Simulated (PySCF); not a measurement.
Cl$_{3}$La, charge +1, doublet, at a GFN2-xTB geometry (such geometries of metal compounds can be far from the true shape) (the multiplicity is a formal guess) (core potentials on La). Base run: PBE/def2-SVP (PySCF).

The PySCF input:
```python
from pyscf import gto, scf, dft

mol = gto.M(
    atom='''
La    0.10762410   -0.30028343   -0.77085064
Cl   -1.96582434   -0.74394322    0.61833748
Cl    0.20323583    2.01903605    0.45396833
Cl    1.40173124   -0.26826016    1.51231102
''',
    basis='def2-svp',
    ecp={'La': 'def2-svp'},
    charge=1,
    spin=1,
    verbose=4,
)

mf = dft.UKS(mol)
mf.xc = 'pbe'
mf.kernel()
```

Each row names what was changed in the base input (with any setting that the change needs).

```json
[
 {"change": "base", "basis functions": "86", "E (Eh)": "-1411.10400", "HOMO (eV)": "-11.74"},
 {"change": "basis = x2c-SVPall; relativity = spin-free X2C (without ecp={'La': 'def2-svp'})", "basis functions": "120", "E (Eh)": "-9875.92261", "HOMO (eV)": "-11.80"},
 {"change": "basis = x2c-SVPall; relativity = spin-free X2C; nucleus = Gaussian (with nucmod='G'; without ecp={'La': 'def2-svp'})", "basis functions": "120", "E (Eh)": "-9875.61510", "HOMO (eV)": "-11.80"},
 {"change": "basis = x2c-TZVPall; relativity = spin-free X2C; nucleus = Gaussian (with nucmod='G'; without ecp={'La': 'def2-svp'})", "basis functions": "192", "E (Eh)": "-9876.41169", "HOMO (eV)": "-11.75"},
 {"change": "basis = jorge-DZP-DKH; relativity = none (without ecp={'La': 'def2-svp'})", "basis functions": "125", "E (Eh)": "-9510.61205", "HOMO (eV)": "-11.92"},
 {"change": "basis = x2c-SVPall; relativity = none (without ecp={'La': 'def2-svp'})", "basis functions": "120", "E (Eh)": "-9282.78097", "HOMO (eV)": "-12.39"},
 {"change": "basis = jorge-DZP-DKH; relativity = spin-free X2C (without ecp={'La': 'def2-svp'})", "basis functions": "125", "E (Eh)": "-9873.72604", "HOMO (eV)": "-11.78"},
 {"change": "basis = x2c-TZVPall; relativity = spin-free X2C (without ecp={'La': 'def2-svp'})", "basis functions": "192", "E (Eh)": "-9876.74374", "HOMO (eV)": "-11.75"},
 {"change": "basis = jorge-DZP-DKH; relativity = spin-free X2C; nucleus = Gaussian (with nucmod='G'; without ecp={'La': 'def2-svp'})", "basis functions": "125", "E (Eh)": "-9873.41897", "HOMO (eV)": "-11.78"},
 {"change": "basis = x2c-TZVPall; relativity = none (without ecp={'La': 'def2-svp'})", "basis functions": "192", "E (Eh)": "-9485.13821", "HOMO (eV)": "-11.93"}
]
```

Totals shift with the method and basis; they matter in differences.

Open shells are given as the SCF converged; they aren't shown to be the lowest states, and a large step between rows can be another state.

Basis sets contracted for a relativistic Hamiltonian are a mismatch without it, so the rows without relativity aren't non-relativistic limits. No row has spin-orbit coupling; sets with core potentials leave out the core electrons.
